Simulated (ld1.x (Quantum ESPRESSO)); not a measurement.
**Before and after: TM potential for Ir (Z = 77)**

| Item | Value |
| --- | --- |
| Element | Ir (Z = 77) |
| Generator | ld1.x (Quantum ESPRESSO) 7.5 |
| Type | norm-conserving Troullier–Martins (Kleinman–Bylander form) |
| Functional | PBE |
| Relativity | scalar-relativistic |
| Frozen core | [Xe] 4f14 |
| Valence charge | 9 |
| Reference configuration | 5d7 6s1.5 6p0 (charge +0.5) |
| Partial waves | 6p (bound, empty): rc 3.55 bohr; 5d (bound): rc 1.30 bohr; 6s (bound): rc 2.20 bohr |
| Local potential | the s channel |
| Core correction | Bessel-smoothed model core, default radius (core density twice the valence density) |

Change: wave 6s (bound): rc 2.20 bohr becomes 6s (bound): rc 3.00 bohr.

Cutoffs: the cutoffs (Ry, on a coarse ladder) from which the occupation-weighted sum of valence levels, in a spherical-Bessel basis at the reference potential, stays within 10 and 1 mRy of its value at 400 Ry; they do not see the model core or the augmentation charge, which bear on the density cutoff. Errors are all-electron minus pseudo energies relative to the spin-unpolarised reference configuration.

Question: Predict the effect on cutoff, ghosts and configuration errors.

Answer: The potential gets neither clearly harder nor softer (40 Ry and 70 Ry → 40 Ry and 70 Ry); the d channel sets the loose cutoff, while the largest relative change is in s, which becomes softer; of the 7 tests that both files solve, the error grows in 3 and shrinks in 3 by more than 15 % and 0.3 meV (median size 39.7 → 40.1 meV); neither file shows a bound ghost.

```csv
quantity,base,changed
"cutoff, loose",40 Ry,40 Ry
"cutoff, tight",70 Ry,70 Ry
loose cutoff by channel (10 mRy a level),"d 35 Ry, s 8 Ry","d 35 Ry, s 6 Ry"
bound ghosts,none,none
"error for 5d7 6s2 6p0, meV [ΔE -4.03 eV]",-0.3,+0.9
"error for 5d7 6s1 6p0, meV [ΔE 5.84 eV]",-4.7,-3.8
"error for 5d7 6s0 6p0, meV [ΔE 23.31 eV]",-40,-41
"error for 5d6 6s2 6p0, meV [ΔE 8.16 eV]",-83,-40
"error for 5d7 6s0 6p1, meV [ΔE 12.32 eV]",-9.8,-17
"error for 5d5 6s0 6p0, meV [ΔE 97.43 eV]",-622,-789
"error for 5d6 6s2 6p1, meV [ΔE 3.13 eV]",-114,-82
s: phases at 3.86 bohr within 0.05 rad from the reference energy up to (Ry; the scan ends near 5),0.8,0.5
p: phases at 3.86 bohr within 0.05 rad from the reference energy up to (Ry; the scan ends near 5),1.3,1.2
d: phases at 3.86 bohr within 0.05 rad from the reference energy up to (Ry; the scan ends near 5),0.3,0.4
```
